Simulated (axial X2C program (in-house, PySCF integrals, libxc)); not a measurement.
## Bond lengths and stretching modes, held linear, of HZrH⁻

Calculated with an in-house all-electron X2C program for linear molecules (integrals from PySCF): two-component X2C with atomic mean-field Coulomb and Gaunt terms, Gaussian nuclei, basis H dyall-v3z, Zr dyall-v3z with contracted cores. Spin-free rows use the one-electron spin-free X2C Hamiltonian.

Masses H 1.008, Zr 89.905, H 1.008 u. States: 2c Ω = 3/2 (beyond evenly filled blocks: ω = 1/2, ω = -3/2, ω = 5/2); spin-free M_S = 3/2, Λ = 0 (beyond evenly filled blocks: σα, δ+α, δ-α).

HF, 2c: energies above the lowest point

| r(H–Zr) (Å) | r(Zr–H) (Å) | E (meV) |
| --- | --- | --- |
| 1.9354 | 1.9354 | 179.91 |
| 1.9354 | 1.9850 | 128.19 |
| 1.9354 | 2.0346 | 95.72 |
| 1.9850 | 1.9354 | 128.19 |
| 1.9850 | 1.9850 | 79.07 |
| 1.9850 | 2.0346 | 49.04 |
| 1.9850 | 2.0843 | 35.19 |
| 2.0346 | 1.9354 | 95.72 |
| 2.0346 | 1.9850 | 49.04 |
| 2.0346 | 2.0346 | 21.31 |
| 2.0843 | 1.9850 | 35.19 |
| 2.0843 | 2.0843 | 0.00 |

Problem. Fit a quadratic surface with cubic terms in each bond: where is the minimum, and what are the two stretching wavenumbers?

Solution. At HF, 2c: bonds 2.091 and 2.091 Å; harmonic stretches 1090.9 and 1291.4 cm⁻¹; force constants 0.841, 0.841 and coupling 0.15 mdyn/Å.

The other levels and Hamiltonians give:

```tsv
Hamiltonian	level	r(H–Zr) (Å)	r(Zr–H) (Å)	lower stretch (cm⁻¹)	upper stretch (cm⁻¹)
2c	PBE0	2.049	2.049	1136.4	1330.2
2c	LDA	2.031	2.031	1157.9	1341.5
2c	MP2	2.033	2.033	1207.9	1386.5
spin-free	PBE0	2.049	2.049	1137.6	1330.9
spin-free	HF	2.091	2.091	1092.1	1292.1
spin-free	LDA	2.031	2.031	1159.1	1342.2
spin-free	MP2	2.033	2.033	1209.0	1387.2
```

Each state is one determinant, the lowest of a limited PBE0 search; the stretches come from a fit to these few points and carry an uncertainty of a few per cent. Other orders of the atoms were not compared. MP2 freezes inner shells (threshold -2 hartree). For an anion the highest level of a functional can be positive, and the basis then holds the extra electron. The molecule was held linear; bending was not examined, so a bent shape may lie lower. Note: several unpaired electrons, one determinant need not be a pure state.
